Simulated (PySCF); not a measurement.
Work out the structure from these simulated measurements.

Elements present: C, H, O and P. Monoisotopic mass: 128.0391 u.

| Quantity | Value |
| --- | --- |
| NMR, other nuclei | isotropic shieldings of nuclei other than C and H, by class: 293 (1 O), 316 (1 P) ppm [GIAO B97-2/pcSseg-2] |
| Rotational structure | rotational constants A, B, C: 1.775, 1.774, 1.169 GHz [PBE0-D3(BJ)/def2-TZVP] |
| 13C NMR | chemical shifts (computed TMS as zero) by class: 141.5 (3 C), 140.4 (3 C) ppm [GIAO B97-2/pcSseg-2] |
| 1H NMR | chemical shifts (computed TMS as zero) by class: 6.84 (3 H), 6.47 (3 H), 6.33 (3 H) ppm [GIAO B97-2/pcSseg-2] |
| Dipole | 3.50 D [B97-2/pcSseg-2] |

Electronic properties: PySCF, gas phase, density fitting. Levels stand in brackets. Isolated species at its PBE0-D3(BJ)/def2-TZVP geometry (one conformer only). Each NMR value is the plain mean over a class of atoms that symmetry, rotation or inversion makes alike.

Q: Which formula fits the mass and the elements?

A: C6H9OP (calculated 128.0391). No other formula that holds each of these elements comes within 0.0003 u with a fitting electron parity and a possible valence count.

Q: Give a SMILES that accounts for the data.

A: Numbering: `[CH2:1]=[CH:2][P:3](=[O:4])([CH:5]=[CH2:6])[CH:7]=[CH2:8]`. 6 carbons fall into 2 classes; from least to most shielded: terminal =CH2 carbon [C1/C6/C8] (141.5 ppm, 3 C), alkene CH carbon [C2/C5/C7] (140.4 ppm, 3 C). Hydrogen classes from least to most shielded: 3 H on 3 terminal =CH2 carbons, C1/C6/C8 (6.84 ppm), 3 H on 3 alkene CH carbons, C2/C5/C7 (6.47 ppm), 3 H on 3 terminal =CH2 carbons, C1/C6/C8 (6.33 ppm). The other shieldings belong to: 293 ppm, phosphoryl oxygen [O4]; 316 ppm, phosphoryl phosphorus [P3]. The optimised geometry has point group C3v and is an oblate symmetric top (the spread among constants that symmetry makes equal is optimisation noise). Structure: `O=P(C=C)(C=C)C=C`. The assignments are read from this structure; whether some other isomer fits the data as well wasn't checked.

Conformer computed: `[CH2:1]=[CH:2][P:3](=[O:4])([CH:5]=[CH2:6])[CH:7]=[CH2:8]`: C1–C2–P3–O4 0°, C2–P3–C5–C6 125°, C2–P3–C7–C8 -126°.
